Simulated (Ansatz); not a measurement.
This geometry of CH5NS2W (10 atoms, charge 0, multiplicity 1) is a first-order saddle point.

These are results of RKS PBE-D4/def2-SVP (Ansatz), not measurements.

```xyz
10
Properties=species:S:1:pos:R:3
C -1.505 -0.511 0.241
W 0.220 0.453 -0.469
N 1.865 -0.027 0.456
S 0.348 -0.035 -2.566
S -0.170 2.567 -0.290
H -2.421 -0.207 -0.307
H -1.376 -1.610 0.122
H -1.641 -0.251 1.315
H 2.809 0.325 0.268
H 1.871 -0.704 1.230
```

Q: Which two structures does it join? (They come from a converged band through this point; their orientation in space is the band's.)

A: No bond is made or broken. The dihedral S4–W2–N3–H9 goes from 147 to -17°. The two ends are copies of one structure, up to a mirror image or an exchange of like atoms.

Initial state:

```xyz
10
Properties=species:S:1:pos:R:3
C -1.465 -0.444 0.298
W 0.239 0.460 -0.566
N 1.764 -0.100 0.486
S 0.317 -0.277 -2.588
S -0.110 2.582 -0.442
H -2.378 -0.158 -0.264
H -1.362 -1.550 0.270
H -1.577 -0.111 1.351
H 2.181 0.466 1.234
H 2.391 -0.868 0.220
```

Final state:

```xyz
10
Properties=species:S:1:pos:R:3
C -1.464 -0.443 0.299
W 0.239 0.461 -0.567
N 1.764 -0.100 0.485
S 0.319 -0.275 -2.589
S -0.111 2.582 -0.443
H -2.378 -0.162 -0.265
H -1.359 -1.549 0.276
H -1.578 -0.106 1.351
H 2.385 -0.875 0.225
H 2.184 0.468 1.230
```

Q: How far does it lie above each of them?

A: 0.47 eV above the first and 0.47 eV above the second. This is the barrier of this one path; another mechanism may lie lower.

The run took 4.3 min on 2 threads of Arm Neoverse N1, with other jobs on the host, peak memory 0.18 GiB.
